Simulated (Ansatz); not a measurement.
Consider the ligand exchange at the Hf–N bond: `C[NH][Hf]([F])([F])[F]` + `N=C=O` → `O=C=[N][Hf]([F])([F])[F]` + CH₃NH₂.

Gas-phase electronic energies from Ansatz, PBE0-D4/def2-TZVP geometries. CBS: MP2 limit from def2 TZ/QZ plus the TZ coupled-cluster correction, frozen cores. This one scheme is used for every species. DFT in def2-TZVPP. def2 core potentials past Kr. For Hf outer-core shells are correlated without core-valence functions, which leaves a few kJ/mol of doubt a bond. One conformer a species, not always the lowest.

`C[NH][Hf]([F])([F])[F]`:

```xyz
10

C    -0.323   -0.712   -1.317
N     0.363   -0.615   -0.041
Hf    0.194    0.887    1.284
F     0.687    2.516    0.411
F     1.323    0.469    2.764
F    -1.647    1.048    1.776
H    -0.971   -1.594   -1.371
H     0.376   -0.745   -2.160
H    -0.964    0.162   -1.471
H     0.962   -1.414    0.124
```

`N=C=O`:

Cartesian coordinates in Å:
```
N 0.069 -0.674 0.356
C -0.172 0.460 0.018
O -0.469 1.564 -0.183
H 0.572 -1.350 -0.191
```

`O=C=[N][Hf]([F])([F])[F]`:

Cartesian coordinates in Å:
```
O 1.759 0.792 -2.661
C 1.137 0.512 -1.721
N 0.493 0.222 -0.747
Hf -0.589 -0.265 0.892
F 0.485 -1.255 2.101
F -2.084 -1.316 0.386
F -1.200 1.311 1.751
```

CH₃NH₂:

Cartesian coordinates in Å:
```
C 0.328 0.369 -0.282
N -0.391 -0.788 0.223
H 0.141 1.310 0.255
H 0.068 0.527 -1.331
H 1.402 0.172 -0.246
H -1.390 -0.631 0.188
H -0.157 -0.959 1.193
```

```json
{"level": "ωB97M-V", "ΔE (kJ/mol)": "-66.2"}
{"level": "BLYP", "ΔE (kJ/mol)": "-63.9"}
```

Question: What does CCSD(T)/CBS give? (Estimate.)

Answer: The calculation gave: -65.7 kJ/mol. The listed levels differ from it by -0.5, 1.8 kJ/mol.

Question: What do rigid-rotor, harmonic-oscillator terms from PBE0-D4/def2-TZVP frequencies (298.15 K, 1 bar) make of the CCSD(T)/CBS value? (An estimate is asked.)

Answer: Ansatz gave: ΔZPE = +7.2 kJ/mol, ΔH = -59.4 kJ/mol, ΔS = -12 J/(mol·K), ΔG = -55.7 kJ/mol. Modes under 50 cm⁻¹ make the entropy rough.

Largest T1 diagnostic among the species: 0.018.

Leaving LDA and LC-ωPBE aside and taking each functional with its dispersion term where it has one, the values, not all of them listed here, spread over 13.3 kJ/mol, from BHLYP-D4 to PBE-D4. LDA lies +6.9 kJ/mol from PBE without D4. In def2-TZVPP, CCSD(T) changes the Hartree–Fock value by +21.5 kJ/mol (the triples alone add +2.4 kJ/mol) and MP2 by +21.5 kJ/mol. From r2SCAN to r2SCAN0 (25 % exact exchange), in def2-TZVPP and without D4, ΔE moves by −3.5 kJ/mol.
